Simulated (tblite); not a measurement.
A geometry optimisation, step by step.

Compound: C₅H₁₁BNPS.
Atom-mapped SMILES: `[N:1]#[C:2][BH2-:3][PH+:4]1[CH2:5][CH2:6][S:7][CH2:8][CH2:9]1` (hydrogens: H10, H11 on B3; H12 on P4; H13, H14 on C5; H15, H16 on C6; H17, H18 on C8; H19, H20 on C9)
Bond orders are those of one Lewis drawing.

Computed with GFN2-xTB (tblite), gas phase: L-BFGS steps from a force-field or distance-geometry start until the largest atomic force falls under 0.01 eV/Å. 6 of its 45 geometries are shown.

Step 0: E = -712.6227 eV, largest atomic force 2.796 eV/Å
```
atom  x, y, z in Å  |  force x, y, z in eV/Å
N1      2.998   -0.539    2.146   -0.574   0.309  -2.252
C2      2.722   -0.391    1.019    0.344  -0.343   2.753
B3      2.385   -0.212   -0.460    0.321   0.111  -0.456
P4      0.502    0.021   -0.669    2.231  -0.494   0.456
C5     -0.078    1.464    0.269   -0.556   0.514  -0.216
C6     -1.608    1.528    0.240    0.011   1.072   0.465
S7     -2.339    0.139    1.172   -0.032   0.030  -0.514
C8     -1.887   -1.166   -0.023   -0.469  -0.902  -0.310
C9     -0.385   -1.440   -0.028   -0.601   0.086   0.007
H10     2.722   -1.169   -1.072   -0.097  -0.303  -0.175
H11     2.930    0.754   -0.885   -0.035   0.284  -0.086
H12     0.191    0.179   -2.022   -0.651   0.068   0.312
H13     0.280    1.410    1.320   -0.025  -0.101  -0.614
H14     0.345    2.380   -0.212   -0.151  -0.532   0.338
H15    -1.928    2.482    0.731   -0.005  -0.805  -0.219
H16    -1.985    1.541   -0.789   -0.040  -0.158   0.200
H17    -2.417   -2.099    0.274    0.120   0.669   0.008
H18    -2.246   -0.902   -1.045    0.143   0.045   0.673
H19    -0.047   -1.661    1.008    0.036   0.204  -0.579
H20    -0.160   -2.307   -0.673    0.028   0.246   0.209
```

Step 9: E = -712.9857 eV, largest atomic force 0.173 eV/Å
```
atom  x, y, z in Å  |  force x, y, z in eV/Å
N1      2.955   -0.534    2.161   -0.100   0.026  -0.139
C2      2.742   -0.398    1.040    0.009   0.001  -0.002
B3      2.496   -0.219   -0.486    0.055  -0.010   0.018
P4      0.609    0.000   -0.630   -0.041   0.004   0.043
C5     -0.089    1.456    0.244   -0.027  -0.048   0.040
C6     -1.610    1.536    0.231    0.041  -0.020  -0.016
S7     -2.379    0.146    1.126    0.077  -0.005  -0.141
C8     -1.900   -1.173   -0.038    0.043   0.014   0.017
C9     -0.396   -1.419   -0.041   -0.035   0.025   0.034
H10     2.750   -1.214   -1.100    0.091   0.106   0.015
H11     2.971    0.796   -0.903    0.065  -0.124  -0.003
H12     0.074    0.184   -1.904   -0.105   0.018  -0.078
H13     0.282    1.390    1.274   -0.046   0.054   0.006
H14     0.348    2.355   -0.210   -0.044  -0.065   0.032
H15    -1.952    2.429    0.750   -0.001   0.065   0.005
H16    -2.012    1.538   -0.788    0.057   0.004   0.076
H17    -2.434   -2.058    0.303    0.000  -0.047  -0.015
H18    -2.269   -0.891   -1.029    0.042  -0.031   0.053
H19    -0.041   -1.635    0.974   -0.054  -0.044  -0.002
H20    -0.149   -2.282   -0.672   -0.028   0.075   0.057
```

Step 18: E = -713.0028 eV, largest atomic force 0.084 eV/Å
```
atom  x, y, z in Å  |  force x, y, z in eV/Å
N1      2.902   -0.526    2.150   -0.066   0.012  -0.051
C2      2.727   -0.395    1.022   -0.009   0.003  -0.022
B3      2.515   -0.219   -0.507    0.008  -0.002   0.004
P4      0.609    0.000   -0.632   -0.029  -0.002   0.010
C5     -0.088    1.451    0.259    0.013  -0.003   0.000
C6     -1.607    1.538    0.234    0.024   0.008   0.008
S7     -2.391    0.149    1.113    0.026   0.003  -0.069
C8     -1.898   -1.175   -0.036    0.020  -0.012  -0.002
C9     -0.395   -1.416   -0.026    0.014   0.004   0.007
H10     2.803   -1.204   -1.116   -0.037   0.014   0.012
H11     3.020    0.779   -0.919   -0.039  -0.006   0.010
H12     0.014    0.189   -1.887    0.008  -0.003   0.027
H13     0.270    1.402    1.293    0.024  -0.017   0.001
H14     0.345    2.345   -0.204    0.006   0.001   0.033
H15    -1.946    2.437    0.750    0.004  -0.025  -0.008
H16    -1.993    1.548   -0.788   -0.003  -0.004   0.003
H17    -2.429   -2.066    0.301    0.007   0.024  -0.003
H18    -2.256   -0.905   -1.032    0.002   0.001   0.013
H19    -0.057   -1.647    0.990    0.024   0.013  -0.002
H20    -0.150   -2.274   -0.663    0.004  -0.010   0.029
```

Step 26: E = -713.0119 eV, largest atomic force 0.122 eV/Å
```
atom  x, y, z in Å  |  force x, y, z in eV/Å
N1      2.779   -0.509    2.127   -0.012   0.000   0.003
C2      2.678   -0.386    0.989   -0.028   0.000   0.029
B3      2.505   -0.215   -0.544    0.110  -0.017   0.049
P4      0.609    0.000   -0.632   -0.094   0.004   0.025
C5     -0.068    1.446    0.279   -0.043   0.023  -0.001
C6     -1.586    1.542    0.231   -0.011  -0.019   0.032
S7     -2.395    0.152    1.086    0.024  -0.007  -0.027
C8     -1.880   -1.184   -0.041   -0.006   0.016   0.030
C9     -0.376   -1.420   -0.007   -0.046  -0.008   0.004
H10     2.795   -1.205   -1.138   -0.018   0.019  -0.029
H11     3.011    0.787   -0.939   -0.020  -0.007  -0.034
H12    -0.023    0.191   -1.865   -0.015   0.008  -0.054
H13     0.286    1.385    1.314   -0.023  -0.055  -0.017
H14     0.369    2.350   -0.161    0.035  -0.029  -0.017
H15    -1.935    2.436    0.750    0.028  -0.023  -0.018
H16    -1.958    1.561   -0.796    0.028   0.007   0.023
H17    -2.419   -2.068    0.302    0.032   0.022  -0.016
H18    -2.226   -0.925   -1.045    0.026  -0.016   0.037
H19    -0.040   -1.636    1.013   -0.011   0.055  -0.011
H20    -0.130   -2.293   -0.623    0.041   0.025  -0.010
```

Step 35: E = -713.0168 eV, largest atomic force 0.037 eV/Å
```
atom  x, y, z in Å  |  force x, y, z in eV/Å
N1      2.706   -0.501    2.125    0.002   0.000  -0.008
C2      2.647   -0.382    0.984   -0.007   0.004  -0.017
B3      2.502   -0.213   -0.554    0.036  -0.005   0.004
P4      0.604    0.002   -0.643   -0.029   0.000  -0.017
C5     -0.060    1.438    0.286   -0.017  -0.002  -0.006
C6     -1.577    1.543    0.233   -0.009  -0.001   0.008
S7     -2.396    0.153    1.077    0.011   0.000  -0.005
C8     -1.871   -1.187   -0.039   -0.010   0.004   0.000
C9     -0.367   -1.416    0.001   -0.017   0.009   0.000
H10     2.786   -1.198   -1.158    0.008  -0.016   0.013
H11     3.002    0.788   -0.960    0.012   0.012   0.016
H12    -0.044    0.194   -1.870    0.002   0.001  -0.017
H13     0.284    1.345    1.321    0.006  -0.001  -0.012
H14     0.395    2.339   -0.141   -0.004  -0.003   0.030
H15    -1.923    2.437    0.753    0.013  -0.014  -0.003
H16    -1.939    1.570   -0.797   -0.010   0.005  -0.002
H17    -2.408   -2.072    0.304    0.017   0.011   0.001
H18    -2.209   -0.936   -1.046   -0.009  -0.004  -0.001
H19    -0.033   -1.601    1.028    0.009   0.002  -0.015
H20    -0.103   -2.292   -0.602   -0.004  -0.001   0.029
```

Step 44: E = -713.0182 eV, largest atomic force 0.009 eV/Å
```
atom  x, y, z in Å  |  force x, y, z in eV/Å
N1      2.686   -0.499    2.121    0.000   0.000   0.004
C2      2.634   -0.380    0.979   -0.005   0.000   0.000
B3      2.506   -0.212   -0.560    0.001   0.000   0.002
P4      0.604    0.003   -0.659   -0.009  -0.002   0.001
C5     -0.060    1.431    0.282   -0.004   0.001  -0.002
C6     -1.576    1.542    0.233   -0.001   0.004   0.003
S7     -2.398    0.153    1.076    0.006   0.001  -0.005
C8     -1.870   -1.186   -0.039   -0.004  -0.004   0.000
C9     -0.366   -1.409    0.000   -0.005  -0.001   0.000
H10     2.795   -1.201   -1.154    0.004   0.003  -0.003
H11     3.010    0.789   -0.957    0.004  -0.002  -0.003
H12    -0.050    0.195   -1.885    0.006   0.000   0.005
H13     0.282    1.319    1.317    0.005  -0.002  -0.005
H14     0.399    2.340   -0.123   -0.005   0.000   0.001
H15    -1.915    2.436    0.758   -0.002  -0.003   0.004
H16    -1.944    1.575   -0.795    0.003   0.001  -0.002
H17    -2.400   -2.073    0.309    0.000   0.001   0.005
H18    -2.215   -0.940   -1.045    0.004  -0.002  -0.002
H19    -0.029   -1.576    1.029    0.006   0.003  -0.005
H20    -0.100   -2.297   -0.585   -0.004   0.001   0.000
```

**Question.** Summarise the path.

**Answer.** The energy falls by 9.12 kcal/mol from step 0 to step 44; nine tenths of that is first reached at step 8. It rises by more than 0.2 meV at step 1. The largest force goes from 2.796 to 0.009 eV/Å. Among the bonds C6–H15 changes most, from 1.120 to 1.090 Å; the atoms move by 0.126 Å rms after alignment.

**Question.** Follow the three bonds and two angles with the largest change from start to end.

**Answer.** 
```tsv
step	E above end (kcal/mol)	largest force (eV/Å)	C6–H15 (Å)	C2–B3 (Å)	C8–H17 (Å)	B3–P4–H12 (°)	C2–B3–P4 (°)
0	9.12	2.796	1.120	1.528	1.114	109.9	109.8
2	4.22	0.848	1.075	1.547	1.078	112.4	108.5
4	1.93	0.437	1.098	1.544	1.095	114.4	105.4
6	1.28	0.253	1.093	1.549	1.093	116.0	104.1
8	0.87	0.214	1.088	1.555	1.089	117.4	104.0
10	0.66	0.131	1.089	1.554	1.089	117.9	104.2
11	0.60	0.128	1.090	1.551	1.089	118.1	104.2
13	0.49	0.117	1.090	1.548	1.089	118.9	103.8
15	0.42	0.088	1.090	1.551	1.090	119.6	103.2
17	0.37	0.074	1.090	1.554	1.091	119.7	102.5
19	0.34	0.084	1.091	1.553	1.090	119.5	101.9
21	0.30	0.106	1.090	1.550	1.089	119.4	101.1
23	0.23	0.087	1.089	1.549	1.089	119.8	100.1
25	0.18	0.093	1.090	1.551	1.090	120.2	99.8
27	0.11	0.120	1.091	1.554	1.091	120.4	99.5
29	0.07	0.051	1.090	1.553	1.090	120.5	99.0
31	0.06	0.057	1.089	1.552	1.089	120.8	98.7
33	0.04	0.037	1.090	1.553	1.090	121.0	98.5
34	0.04	0.030	1.090	1.553	1.090	121.0	98.6
36	0.03	0.051	1.091	1.555	1.091	120.9	98.7
38	0.01	0.064	1.090	1.554	1.090	121.0	98.5
40	0.01	0.024	1.090	1.553	1.090	121.4	98.3
42	0.00	0.025	1.090	1.553	1.090	121.6	98.3
44	0.00	0.009	1.090	1.553	1.090	121.5	98.4
```

What follows is the cost of the whole relaxation. Time: 0.4 s wall. Hardware: one thread of an Arm Neoverse V1, shared host.
